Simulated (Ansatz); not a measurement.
`c1ccc(-c2ccc(-c3ccccc3)cc2)cc1` with charge -1, relaxed as a doublet with UKS r2SCAN-D4/def2-SVP in Ansatz, starting from the r2SCAN-D4/def2-SVP geometry of the neutral singlet. Force threshold 0.03 eV/Å.

The highest occupied level of the relaxed charge -1 doublet lies above zero (up to 1.15 eV). By energy differences its removal costs 0.35 eV (each at its own geometry, to the charge 0 singlet, at PBE0-D4/def2-TZVP). The relaxation made no stability test and no search for a lower SCF solution.

Start:

Cartesian coordinates in Å:
```
C -3.8022 -1.9526 -3.8165
C -4.1375 -0.8949 -2.9653
C -3.2119 -0.4196 -2.0349
C -1.9281 -0.9902 -1.9350
C -0.9461 -0.4858 -0.9495
C -1.3541 -0.0264 0.3170
C -0.4295 0.4455 1.2457
C 0.9460 0.4858 0.9495
C 1.9280 0.9901 1.9351
C 3.0648 1.7110 1.5206
C 3.9903 2.1874 2.4505
C 3.8022 1.9528 3.8163
C 2.6788 1.2374 4.2432
C 1.7519 0.7626 3.3139
C 1.3537 0.0292 -0.3181
C 0.4298 -0.4481 -1.2446
C -1.6048 -2.0541 -2.7996
C -2.5316 -2.5304 -3.7283
H -4.5279 -2.3254 -4.5450
H -5.1251 -0.4286 -3.0329
H -3.4748 0.4273 -1.3940
H -2.4141 -0.0583 0.5849
H -0.7817 0.8089 2.2154
H 3.2069 1.9253 0.4571
H 4.8601 2.7551 2.1063
H 4.5280 2.3255 4.5448
H 2.5275 1.0388 5.3085
H 0.8917 0.1800 3.6567
H 2.4172 0.0309 -0.5739
H 0.7786 -0.7818 -2.2262
H -0.6238 -2.5319 -2.7201
H -2.2625 -3.3657 -4.3819
```

| step | energy (eV) | largest force component (eV/Å) | SCF passes |
| --- | --- | --- | --- |
| 1 | -18870.3844 | 1.685 | 25 |
| 2 | -18870.5092 | 0.916 | 30 |
| 3 | -18870.5799 | 0.202 | 30 |
| 4 | -18870.5995 | 0.320 | 29 |
| 5 | -18870.6162 | 0.213 | 25 |
| 6 | -18870.6286 | 0.070 | 25 |
| 7 | -18870.6325 | 0.033 | 24 |
| 8 | -18870.6357 | 0.084 | 23 |
| 9 | -18870.6381 | 0.028 | 25 |
| 10 | -18870.6394 | 0.014 | 24 |
| 11 | -18870.6398 | 0.027 | 24 |
| 12 | -18870.6399 | 0.028 | 24 |

Force components are those of the run's own axes.

End:

```xyz
32

C    -3.849   -1.977   -3.863
C    -4.267   -1.340   -2.680
C    -3.347   -0.864   -1.753
C    -1.935   -0.993   -1.943
C    -0.972   -0.499   -0.976
C    -1.349   -0.024    0.319
C    -0.431    0.442    1.241
C     0.972    0.499    0.976
C     1.935    0.994    1.942
C     3.305    1.232    1.606
C     4.225    1.704    2.535
C     3.849    1.976    3.863
C     2.506    1.754    4.222
C     1.582    1.278    3.299
C     1.348    0.029   -0.321
C     0.432   -0.447   -1.239
C    -1.540   -1.646   -3.153
C    -2.465   -2.117   -4.077
H    -4.575   -2.350   -4.591
H    -5.338   -1.204   -2.485
H    -3.724   -0.358   -0.860
H    -2.403   -0.039    0.612
H    -0.812    0.794    2.204
H     3.644    1.055    0.582
H     5.261    1.875    2.217
H     4.575    2.349    4.592
H     2.179    1.947    5.251
H     0.557    1.101    3.635
H     2.404    0.024   -0.606
H     0.810   -0.779   -2.210
H    -0.477   -1.800   -3.356
H    -2.103   -2.617   -4.984
```

By distances, no bond broke or formed. The bond that changes most is C8–C9, from 1.48 to 1.45 Å (atoms count from 1).

The force fell under the threshold at step 9, but the optimiser went on. No frequencies were taken in this run, so the end may be a saddle point.

Run time 79 s (2 threads of AMD EPYC 7R13 on a shared host and a share (18 GiB) of an NVIDIA H100 80GB HBM3).
